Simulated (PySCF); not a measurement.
CsI, SMILES [Cs][I].

Geometry optimised at PBE-D3(BJ)/def2-TZVPD. The def2 effective core potentials stand for the cores of Cs, I; spin–orbit coupling is left out.

The numbers are results of C-PCM-ωB97X/def2-TZVPD (PySCF 2.14.0), not measurements.

The values are the electrostatic part of the solvation free energy, E(continuum) − E(gas) at the gas-phase geometry, in a cavity of scaled van der Waals radii (PySCF's table); cavitation and dispersion terms are not included. A continuum can't describe solvent molecules that bind to the metal. In vacuum the orbital gap is 7.35 eV. The dipole moment in vacuum is 12.08 D.

| solvent | ε | ΔG(elec) (kcal/mol) | dipole (D) | gap (eV) |
|---|---|---|---|---|
| water | 78.36 | -15.5 | 14.21 | 9.17 |
| methanol | 32.61 | -15.2 | 14.16 | 9.13 |
| chlorobenzene | 5.70 | -12.6 | 13.80 | 8.84 |
